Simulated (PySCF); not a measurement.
# What a mistake does to a calculation on BClFH

All numbers below are calculated, not measured. They come from PySCF 2.14.0, an open-source quantum chemistry program, on an isolated molecule that a program drew, which may never have been made. The molecule is BClFH (charge 0, singlet), drawn as the SMILES string `FBCl`.

Each row is a Hartree-Fock (HF) and frozen-core CCSD(T) single point in the cc-pV(D+d)Z basis, meant for a local HF minimum. Run 1 is clean. Each other run has one planted mistake out of seven kinds, and not every kind appears here: one electron removed, one electron added, multiplicity raised by two, geometry at a saddle point, minimal basis STO-3G, one bond length entered in bohr, all coordinates scaled. The reference is restricted for singlets and unrestricted otherwise, and also for a bond in bohr. Adding or removing an electron swaps singlet and doublet. Electrons count all cores. HOMO and LUMO are orbital energies over both spins, the gradient is its largest component, and the lowest frequency (negative if imaginary) is given only where the gradient is small. Bond lengths are over the 3 bonds as drawn. T1 is the CCSD diagnostic: over 0.02 (restricted) or 0.045 (unrestricted) a single reference is doubtful.

Geometry of the clean run:
```xyz
4
BClFH, angstrom
F     0.6640    0.8328    1.2504
B     0.9107   -0.0473    0.3049
Cl   -0.0805   -0.0226   -1.1406
H     1.7869   -0.8386    0.4341
```

```
run  electrons  basis functions  <S^2>  HOMO (eV)  LUMO (eV)  gradient (hartree/bohr)  lowest frequency (cm^-1)  mean bond (Å)  longest bond (Å)      T1  HF (hartree)  CCSD(T) (hartree)               mistake
  1         32               56  0.000     -12.84       2.84                  2.1e-05                       417         1.4185             1.753  0.0136    -584.31051         -584.75087              no fault
  2         32               20  0.000     -10.96       6.51                  4.5e-02                         -         1.4185             1.753  0.0166    -577.66366         -577.75183  minimal basis STO-3G
  3         31               56  0.759     -21.53     -10.10                  7.8e-02                         -         1.4185             1.753  0.0243    -583.89065         -584.30869  one electron removed
  4         32               56  0.000     -12.81       3.43                  7.3e-02                         -         1.3362             1.651  0.0121    -584.29456         -584.73128                     ?
```

**Which mistake was planted in run 4, and what did it cost?**

The mean and the longest bond both change by the same factor, 0.942, and the gradient is no longer small. So the mistake is: all coordinates scaled. Subtracting run 1 and multiplying by 627.51 kcal/mol a hartree, the energy moved by 10.0 kcal/mol in HF and 12.3 kcal/mol in CCSD(T).

